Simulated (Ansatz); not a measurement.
Members of the series GeXY, Y = silyl; each row names its spin state. Isolated molecules, 0 K electronic values unless said otherwise. One relaxed conformer stands for each flexible species; it need not be the lowest. Strings in code marks are SMILES.

Quantity: adiabatic spin-state energy, in kcal/mol. HF references are unrestricted for open shells and restricted for singlets. The restricted reference of `[SiH3][Ge][SH]` is unstable towards unrestricted orbitals.

Case: `[SiH3][Ge][SH]`: multiplicity 3 minus multiplicity 1. The other species in the difference include `[SiH3][Ge][SH]` (Si–Ge–S–H torsion 180°) (neutral, multiplicity 1). Geometry of `[SiH3][Ge][SH]` (neutral, multiplicity 3, Å):

```xyz
7

Si    -1.2573     0.1769     0.1697
Ge     0.8506    -0.3054     1.2166
S      2.6428     0.2620     0.0326
H     -1.3605     1.6267    -0.1411
H     -2.2986    -0.2124     1.1533
H     -1.4161    -0.6130    -1.0800
H      2.8393    -0.9347    -0.5504
```

Predict the adiabatic spin-state energy from frozen-core CCSD(T)/cc-pVTZ // PBE0-D3(BJ)/def2-TZVP (Ansatz, an electronic-structure program).

28.8 kcal/mol.
